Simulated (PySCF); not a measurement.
C5H12, triplet, at the geometry of the source list (a higher spin typed on purpose: for a closed-shell molecule this is an excited state) (in this run its highest filled SCF level lies above zero, so its values depend strongly on the basis, on diffuse functions most of all); CCSD(T)/STO-3G run with PySCF.

Input for PySCF:
```python
from pyscf import gto, scf, cc

mol = gto.Mole()
mol.atom = '''
    C    -0.34720000   -0.45630000    1.41800000
    C     0.00000000   -0.00000000   -0.00000000
    C     0.13620000    1.52320000   -0.02650000
    C    -1.11060000   -0.42940000   -0.96000000
    C     1.32160000   -0.63760000   -0.43150000
    H    -1.28560000   -0.01290000    1.74410000
    H    -0.44850000   -1.53870000    1.45810000
    H     0.43180000   -0.16000000    2.11730000
    H     0.38330000    1.86840000   -1.02820000
    H    -0.79500000    1.99640000    0.27780000
    H     0.92240000    1.84940000    0.65100000
    H    -2.06060000    0.01440000   -0.66980000
    H    -1.22350000   -1.51140000   -0.95580000
    H    -0.88220000   -0.11370000   -1.97580000
    H     1.24540000   -1.72280000   -0.41930000
    H     2.12580000   -0.34400000    0.23980000
    H     1.58670000   -0.32500000   -1.43930000
'''
mol.basis = 'sto-3g'
mol.spin = 2
mol.verbose = 4
mol.build()

mf = scf.UHF(mol)
mf.kernel()

mycc = cc.CCSD(mf)
mycc.kernel()
et = mycc.ccsd_t()
print('E(CCSD(T)) = %.10f' % (mycc.e_tot + et))
```

Problem. What does PySCF print? Leave out banner, timings and long lists.

Solution. 
```
PySCF version 2.14.0

[INPUT] verbose = 4
[INPUT] num. atoms = 17
[INPUT] num. electrons = 42
[INPUT] charge = 0
[INPUT] spin (= nelec alpha-beta = 2S) = 2
[INPUT] symmetry False subgroup None
[INPUT] Mole.unit = angstrom
[INPUT] Symbol           X                Y                Z      unit          X                Y                Z       unit  Magmom
[...]
nuclear repulsion = 199.312179998903
number of shells = 27
number of NR pGTOs = 111
number of NR cGTOs = 37
basis = sto-3g
ecp = {}

******** <class 'pyscf.scf.uhf.UHF'> ********
method = UHF
initial guess = minao
damping factor = 0
level_shift factor = 0
DIIS = <class 'pyscf.scf.diis.CDIIS'>
diis_start_cycle = 1
diis_space = 8
diis_damp = 0
SCF conv_tol = 1e-09
SCF conv_tol_grad = None
SCF max_cycles = 50
direct_scf = True
direct_scf_tol = 1e-13
number electrons alpha = 22  beta = 20
Set gradient conv threshold to 3.16228e-05
init E= -194.775818805796

cycle= 1 E= -193.347581091444  delta_E= 1.43  |g|= 0.203  |ddm|= 3.79

cycle= 2 E= -193.405233418735  delta_E= -0.0577  |g|=  0.1  |ddm|= 0.737

cycle= 3 E= -193.428752531844  delta_E= -0.0235  |g|= 0.0634  |ddm|= 0.436

cycle= 4 E= -193.443288657001  delta_E= -0.0145  |g|= 0.0503  |ddm|= 0.462

cycle= 5 E= -193.455737920614  delta_E= -0.0124  |g|= 0.0378  |ddm|= 0.489

cycle= 6 E= -193.464071860456  delta_E= -0.00833  |g|= 0.0256  |ddm|= 0.454

cycle= 7 E= -193.4688143783  delta_E= -0.00474  |g|= 0.00942  |ddm|= 0.541

cycle= 8 E= -193.468903224552  delta_E= -8.88e-05  |g|= 0.00735  |ddm|= 0.0823

cycle= 9 E= -193.46920131996  delta_E= -0.000298  |g|= 0.00335  |ddm|= 0.109

cycle= 10 E= -193.469265790384  delta_E= -6.45e-05  |g|= 0.00174  |ddm|= 0.0483

cycle= 11 E= -193.469286037375  delta_E= -2.02e-05  |g|= 0.00046  |ddm|= 0.036

cycle= 12 E= -193.469287000679  delta_E= -9.63e-07  |g|= 0.000257  |ddm|= 0.00818

cycle= 13 E= -193.469287190318  delta_E= -1.9e-07  |g|= 9.66e-05  |ddm|= 0.00282

cycle= 14 E= -193.469287234616  delta_E= -4.43e-08  |g|= 3.75e-05  |ddm|= 0.002

cycle= 15 E= -193.469287240255  delta_E= -5.64e-09  |g|= 1.47e-05  |ddm|= 0.000328

cycle= 16 E= -193.469287241215  delta_E= -9.6e-10  |g|= 7.09e-06  |ddm|= 0.000182

Extra cycle  E= -193.469287241352  delta_E= -1.37e-10  |g|= 5.33e-06  |ddm|= 3.82e-05
converged SCF energy = -193.469287241352  <S^2> = 2.0212574  2S+1 = 3.0141383

******** <class 'pyscf.cc.uccsd.UCCSD'> ********
CC2 = 0
CCSD nocc = (np.int64(22), np.int64(20)), nmo = (37, 37)
max_cycle = 50
direct = 0
conv_tol = 1e-07
conv_tol_normt = 1e-06
diis_space = 6
diis_start_cycle = 0
diis_start_energy_diff = 1e+09
Init t2, MP2 energy = -0.249784828586858
Init E_corr(UCCSD) = -0.249784828633621
cycle = 1  E_corr(UCCSD) = -0.306854738625975  dE = -0.05706991  norm(t1,t2) = 0.0999764
cycle = 2  E_corr(UCCSD) = -0.326407103347147  dE = -0.0195523647  norm(t1,t2) = 0.0503805
cycle = 3  E_corr(UCCSD) = -0.341706241954152  dE = -0.0152991386  norm(t1,t2) = 0.0372864
cycle = 4  E_corr(UCCSD) = -0.344956783174889  dE = -0.00325054122  norm(t1,t2) = 0.0297612
cycle = 5  E_corr(UCCSD) = -0.349951156435576  dE = -0.00499437326  norm(t1,t2) = 0.0258106
cycle = 6  E_corr(UCCSD) = -0.354864740605686  dE = -0.00491358417  norm(t1,t2) = 0.0218735
cycle = 7  E_corr(UCCSD) = -0.360010515124996  dE = -0.00514577452  norm(t1,t2) = 0.0177552
cycle = 8  E_corr(UCCSD) = -0.363278769040814  dE = -0.00326825392  norm(t1,t2) = 0.0141659
cycle = 9  E_corr(UCCSD) = -0.366482774547893  dE = -0.00320400551  norm(t1,t2) = 0.0115445
cycle = 10  E_corr(UCCSD) = -0.368285756929067  dE = -0.00180298238  norm(t1,t2) = 0.00821393
cycle = 11  E_corr(UCCSD) = -0.368693246622299  dE = -0.000407489693  norm(t1,t2) = 0.00538246
cycle = 12  E_corr(UCCSD) = -0.369675385634345  dE = -0.000982139012  norm(t1,t2) = 0.00377823
cycle = 13  E_corr(UCCSD) = -0.369777470647193  dE = -0.000102085013  norm(t1,t2) = 0.00255444
cycle = 14  E_corr(UCCSD) = -0.369822179990907  dE = -4.47093437e-05  norm(t1,t2) = 0.0019631
cycle = 15  E_corr(UCCSD) = -0.369641844433101  dE = 0.000180335558  norm(t1,t2) = 0.00146414
cycle = 16  E_corr(UCCSD) = -0.369629589656406  dE = 1.22547767e-05  norm(t1,t2) = 0.000960561
cycle = 17  E_corr(UCCSD) = -0.369627350042857  dE = 2.23961355e-06  norm(t1,t2) = 0.000654574
cycle = 18  E_corr(UCCSD) = -0.369630059180813  dE = -2.70913796e-06  norm(t1,t2) = 0.000408725
cycle = 19  E_corr(UCCSD) = -0.369602364204259  dE = 2.76949766e-05  norm(t1,t2) = 0.000280589
cycle = 20  E_corr(UCCSD) = -0.3695804460814  dE = 2.19181229e-05  norm(t1,t2) = 0.000198947
cycle = 21  E_corr(UCCSD) = -0.369578403034025  dE = 2.04304738e-06  norm(t1,t2) = 0.000131797
cycle = 22  E_corr(UCCSD) = -0.36958622152131  dE = -7.81848729e-06  norm(t1,t2) = 8.78986e-05
cycle = 23  E_corr(UCCSD) = -0.36959310198721  dE = -6.8804659e-06  norm(t1,t2) = 5.76077e-05
cycle = 24  E_corr(UCCSD) = -0.369597527497785  dE = -4.42551058e-06  norm(t1,t2) = 4.33871e-05
cycle = 25  E_corr(UCCSD) = -0.369598602318229  dE = -1.07482044e-06  norm(t1,t2) = 3.43146e-05
cycle = 26  E_corr(UCCSD) = -0.369598300513998  dE = 3.0180423e-07  norm(t1,t2) = 2.8678e-05
cycle = 27  E_corr(UCCSD) = -0.369598046160531  dE = 2.54353468e-07  norm(t1,t2) = 2.27845e-05
cycle = 28  E_corr(UCCSD) = -0.369598244148487  dE = -1.97987956e-07  norm(t1,t2) = 1.80983e-05
cycle = 29  E_corr(UCCSD) = -0.369598453200854  dE = -2.09052367e-07  norm(t1,t2) = 1.28902e-05
cycle = 30  E_corr(UCCSD) = -0.369598443100477  dE = 1.01003773e-08  norm(t1,t2) = 9.34732e-06
cycle = 31  E_corr(UCCSD) = -0.369598138370466  dE = 3.04730011e-07  norm(t1,t2) = 6.49594e-06
cycle = 32  E_corr(UCCSD) = -0.369597800117568  dE = 3.38252898e-07  norm(t1,t2) = 4.63175e-06
cycle = 33  E_corr(UCCSD) = -0.369597592476671  dE = 2.07640897e-07  norm(t1,t2) = 3.13769e-06
cycle = 34  E_corr(UCCSD) = -0.369597581092556  dE = 1.13841152e-08  norm(t1,t2) = 2.02137e-06
cycle = 35  E_corr(UCCSD) = -0.369597612751999  dE = -3.16594436e-08  norm(t1,t2) = 1.48318e-06
cycle = 36  E_corr(UCCSD) = -0.369597611739416  dE = 1.01258374e-09  norm(t1,t2) = 1.18909e-06
cycle = 37  E_corr(UCCSD) = -0.369597577024134  dE = 3.47152814e-08  norm(t1,t2) = 9.65531e-07
UCCSD converged
E(UCCSD) = -193.8388848183757  E_corr = -0.3695975770241343
UCCSD(T) correction = -0.0265439924774826
E(CCSD(T)) = -193.8654288109
```
